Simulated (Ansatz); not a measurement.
# Energy profile

The step: BBrF₂ ([F][B]([F])[Br]) + H₂ → BHF₂ ([F][BH][F]) + HBr; bonds formed: B1–H6, Br2–H5; bonds broken: B1–Br2, H5–H6 (atoms numbered as in the saddle structure below).

```xyz
6
angstrom
B -0.1081 -0.4234 0.1592
Br -0.7611 1.5261 -0.8517
F -0.1992 -1.3961 -0.7295
F -0.6987 -0.4909 1.3386
H 0.6321 0.7847 -0.1908
H 1.1351 -0.0003 0.2743
```

Electronic energies by CCSD(T) at an estimated basis limit (MP2 extrapolated from triple and quadruple zeta, plus CCSD(T) − MP2 in triple zeta), on PBE0-D4/def2-TZVP structures; BH2BrF2, singlet; no counterpoise correction. Computed with Ansatz 0.2.0 (basis: def2-TZVPP and def2-QZVPP); correlated methods freeze the cores. Filled d shells of the heavier atoms are correlated. The def2 sets are not built for correlating such inner shells, so the correlated values are less sure here. Extrapolation: Hartree–Fock as exp(−7.88 √X), correlation as X^−2.97.

Q: Give the profile in eV, counted from the separated reactants. (Judge from chemistry; the value comes from the calculation.)

A: Computed:
```json
{"point": "separated: BBrF2 (linked as [F][B]([F])[Br]; B1, Br2, F3, F4; singlet) + H2 (H5, H6; singlet)", "eV": "0.000"}
{"point": "start structure", "eV": "-0.034"}
{"point": "saddle", "eV": "1.669"}
{"point": "end structure", "eV": "0.353"}
{"point": "separated: BHF2 (linked as [F][BH][F]; B1, F3, F4, H6; singlet) + HBr (Br2, H5; singlet)", "eV": "0.421"}
```

T1 diagnostic: at most 0.014. The end structure is not quite a true minimum (one mode of 54i cm⁻¹).

For scale, one of the runs: CCSD(T)/def2-TZVPP, 169 basis functions (an equivalent command: `ansatz run in.yaml --threads 4`). Hardware: 4 CPU threads, shared host. Wall time 46 s; peak host memory 1.6 GiB.
